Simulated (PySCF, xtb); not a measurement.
Mg(I)(SMe) (CH3IMgS), SMILES C[S][Mg][I]. Other conformers were not sampled.

Harmonic wavenumbers (cm⁻¹) from GFN2-xTB in xtb at its own minimum, in rising order: 43, 52, 120, 161, 257, 408, 711, 935, 946, 1320, 1439, 1456, 2947, 2951, 3031.

Question: What does B3LYP-D3(BJ)/def2-SVP in PySCF give at its own minimum? (An estimate is asked for; the answer gives what the named calculation found.)

Answer: 62, 67, 110, 158, 220, 511, 689, 950, 964, 1335, 1457, 1461, 3043, 3141, 3144. Paired by order, the mean absolute difference is 45 cm⁻¹ and the zero-point energies are 24.0 and 24.7 kcal/mol.
